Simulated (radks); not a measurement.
Values are calculated unless marked as measured or tabulated.
Q: Valence configurations of Hf IV (all share [Xe]). Level of theory: Dirac Kohn-Sham, PBE, spin-unpolarised, spherical densities, finite nucleus; open shells fill j = l - 1/2 first; Fermi nuclear charge, rms radius 5.347 fm (a radial shooting solver on a logarithmic mesh with Libxc functionals). Order these by energy: 4f12 5d1 6s2; 4f12 6s1 6p2; 4f12 5d1 6p2; 4f13 6p2; 4f14 6p1; 4f13 5d2; 4f14 5d1; 4f13.5 5d0.5 6p1; 4f14 6s1; 4f13 5d1 6p1.

A: From the lowest, in eV above it: 4f14 5d1 0.000; 4f14 6s1 1.981; 4f14 6p1 7.974; 4f13.5 5d0.5 6p1 17.265; 4f13 5d2 18.808; 4f13 5d1 6p1 28.137; 4f13 6p2 38.980; 4f12 5d1 6s2 53.828; 4f12 5d1 6p2 67.285; 4f12 6s1 6p2 74.268. NIST lists [Xe] 4f14 5d1 as the ground configuration; this level of theory agrees among the configurations tried. The energies are those of spherical spin-averaged densities, not of single terms.
